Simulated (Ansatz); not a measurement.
Reaction: BH3S2 (SMILES SBS) → BH2S2 (SMILES [S]BS, doublet) + H (doublet) (the H-S bond breaks)
Each species at its own B3LYP-D3(BJ)/def2-TZVP minimum (Ansatz, a first-principles code), one conformer.

Total energies in hartree (Ansatz). UHF or UKS for unpaired electrons; spin-orbit terms are left out. Cores are frozen in correlated methods. No relativity. For partners of very few electrons the exact lower level stands in for a higher one.

```tsv
species	HF/cc-pV(T+d)Z	CCSD(T)/cc-pV(T+d)Z	HF/cc-pV(Q+d)Z	CCSD(T)/cc-pV(Q+d)Z	CCSD(T)/cc-pV(D+d)Z	CCSDT(Q)/cc-pV(D+d)Z
1: BH3S2 (SMILES SBS)	-821.59432	-822.12032	-821.60288	-822.16357	-821.97523	-821.97731
2: BH2S2 (SMILES [S]BS, doublet)	-820.98959	-821.47794	-820.99789	-821.51885	-821.33953	-821.34180
3: H (doublet)	-0.49981	-0.49981	-0.49995	-0.49995	-0.49928	-0.49928
```

Task: Work out the bond dissociation energy (electronic) in kcal/mol: take Hartree-Fock from cc-pV(Q+d)Z, extrapolate the CCSD(T) correlation energy as X^-3 (X = 3, 4), and add CCSDT(Q) - CCSD(T) in cc-pV(D+d)Z. 1 hartree = 627.51 kcal/mol.

Result: 
Species 1: correlation (64·(-0.56069) - 27·(-0.52600))/37 = -0.58600; step -0.00208; E1 = -821.60288 + (-0.58600) + (-0.00208) = -822.19096
Species 2: correlation (64·(-0.52096) - 27·(-0.48835))/37 = -0.54476; step -0.00227; E2 = -820.99789 + (-0.54476) + (-0.00227) = -821.54492
Species 3: correlation (64·(0.00000) - 27·(0.00000))/37 = 0.00000; step +0.00000; E3 = -0.49995 + (0.00000) + (+0.00000) = -0.49995
-1·E1 +1·E2 +1·E3 = 0.14609 hartree = 91.7 kcal/mol.
